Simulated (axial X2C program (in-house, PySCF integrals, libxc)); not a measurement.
Low determinants of BeS at the PBE0 level, two-component

Calculated with an in-house all-electron X2C program for linear molecules (integrals from PySCF). Two-component (2c) means X2C with spin–orbit coupling and atomic mean-field two-electron Coulomb and Gaunt terms. Basis: S dyall-av3z [9s8p3d2f], Be dyall-cv3z [8s8p3d1f] (cores contracted in-house); Gaussian nuclei, density fitting, unrestricted open shells. Masses: S 31.972 u, Be 9.012 u.

Search at 1.740 Å (vertical energies from the lowest determinant):

```
ΔE (eV)  state  electrons beyond evenly filled partner blocks  electrons in ±ω = 1/2, 3/2, 5/2, 7/2
   0.00  Ω = 0                                           none                              16 4 0 0
   0.98  Ω = 2                               ω = 1/2, ω = 3/2                              17 3 0 0
   1.02  Ω = 1                              ω = -1/2, ω = 3/2                              17 3 0 0
   1.06  Ω = 1                                    2 × ω = 1/2                              16 4 0 0
   4.17  Ω = 3                                    2 × ω = 3/2                              16 4 0 0
   4.22  Ω = 1                              ω = -1/2, ω = 3/2                              15 5 0 0
   4.41  Ω = 2                               ω = 1/2, ω = 3/2                              15 5 0 0
```

Lowest determinant, Ω = 0 (closed shell): Re = 1.737 Å, ωe = 1022.2 cm⁻¹.

The determinant in row 2 of the search, Ω = 2 (⟨Sz⟩ = 1.00, ⟨Lz⟩ = 1.00 at PBE0), was followed along the bond at PBE0; measured from the minimum of the lowest determinant it gives:

Te = 0.695 eV (5606 cm⁻¹), Re = 1.915 Å, ωe = 747.8 cm⁻¹.

Q: Compare the bond of the determinant in row 2 with that of the lowest one.

A: At PBE0 its Re is 0.178 Å longer and its force constant, which goes as ωe², is 0.54 times that of the lowest determinant. T0 ≈ Te + Δωe/2 = 5606 + (-137) = 5469 cm⁻¹.

The search compares states at one distance, so a state with another bond length can lie lower; it is not exhaustive and yields mostly the lowest determinant of each block pattern, so other components and higher states of one pattern are missing. These are energies of single determinants, not of spin-adapted states; PBE0 term energies can be off by some tenths of an eV, and the functional has no current term. Open-shell Ω = 0 determinants with evenly filled partner blocks cannot be reached by this program, so the Ω shown need not be the lowest component.
